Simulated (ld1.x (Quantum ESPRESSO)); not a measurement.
Values are calculated unless marked as measured or tabulated.
# Pseudopotentials across the periodic table

Generated with ld1.x 7.5 (TM, RRKJ, ultrasoft, PAW), atompaw 4.2 or ONCVPSP 4.0.1. The cutoff is in Ry: for ld1.x and atompaw files where the sum of valence levels is converged to 10 mRy in a Bessel basis, for ONCV files where the hardest occupied wave has 1 mHa per electron of residual kinetic energy. The error is the largest all-electron minus pseudo excitation energy over each file’s own four to seven test configurations (ionisations up to +4, promotions, holes and added fractions of an electron), all of which were solved. The labels leave out finer settings (local radius, basis sizes, second energies), which also bear on the numbers. Spin-polarised tests are not counted. The rows are a selection from randomly drawn settings: files with unsolved tests, undetermined cutoffs or missed reference levels are left out.

A true bound ghost makes a file unfit for plane-wave use even where its test errors are small: the radial tests pick states by their node count and pass the ghost by.

```csv
element,potential,cutoff (Ry),largest error (meV),bound ghosts
F,"PAW, LDA (PZ), scalar-relativistic, rc 0.70/1.00 (sp), local smoothed, core correction yes, reference 2s2 2p5",80,+5.7,none
Mn,"TM, PW91, scalar-relativistic, rc 2.40/2.45/1.40 (spd), local s, core correction no, reference 3d5 4s1.5 4p0",110,-193,none
In,"TM, PBE, scalar-relativistic, rc 1.55/2.85/2.30 (spd), local d, core correction no, reference 5s2 5p0.5",35,+195,"s, p"
Bi,"TM semilocal, LDA (PZ), scalar-relativistic, rc 1.85/2.00/2.00 (spd), local s, core correction yes, reference 5d10 6s1 6p4",55,-71,none
```

Problem. Fill in the row for In: ultrasoft, LDA (PZ), scalar-relativistic, rc 2.40/2.35/2.00 (spd), local smoothed, core correction yes, reference 5s1 5p0.

Solution. cutoff 6 Ry, largest error -214 meV, bound ghosts: none.

Problem. Fill in the row for Dy: RRKJ, PBEsol, fully relativistic, rc 2.00/2.00/1.70 (spd), local smoothed, core correction yes, reference 5s2 5p6 5d0 6s0 6p0.

Solution. cutoff 35 Ry, largest error -147 meV, bound ghosts: none.

Problem. Fill in the row for F: TM semilocal, PBE, non-relativistic, rc 0.70/1.55/1.25 (spd), local s, core correction no, reference 2s2 2p5.

Solution. cutoff 120 Ry, largest error +2999 meV, bound ghosts: none.
